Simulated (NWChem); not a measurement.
# SiNH2F, singlet; SMILES F[Si]N

```xyz
5

Si    -0.6431     0.0508     0.0000
F      0.4575     1.2754     0.0000
N      0.4635    -1.2576     0.0000
H      1.4761    -1.1585     0.0000
H      0.1656    -2.2277     0.0000
```
Atoms are numbered in this order, from 1.

Computed with NWChem. Medium grid unless said otherwise, to which SCAN and Minnesota functionals are sensitive. Low-valent species are run as closed-shell singlets; no triplet was tried in these runs. The geometry was optimised at PBE0/def2-SVP. Hybrids' shares of exact exchange are those that their runs print; pure functionals count as 0. The functionals differ in more than this share.

```csv
row,share of exact exchange,orbital gap (eV)
PBE/def2-SVP,0.00,4.14
BLYP/def2-SVP,0.00,4.17
B3LYP/def2-SVP,0.20,5.76
r2SCAN0/def2-SVP,0.25,withheld
M06-2X/def2-SVP,0.54,8.09
```

Q: Fit a straight line of the last column on the one before it, predict the withheld value, and compare with the run.

A: 
1. Means of the 4 shown rows: x = 0.185, y = 5.540. Slope Σ(x − x̄)(y − ȳ)/Σ(x − x̄)² = 1.421/0.1947 = 7.298; intercept 4.190.
2. The shown rows scatter about the line by 0.065 (root mean square); the largest residual is +0.11, at B3LYP/def2-SVP.
3. At x = 0.25 (r2SCAN0/def2-SVP; inside the shown range) the line gives 6.01.
4. The run gives 6.34, +0.33 from the line, 5.1 times the scatter.
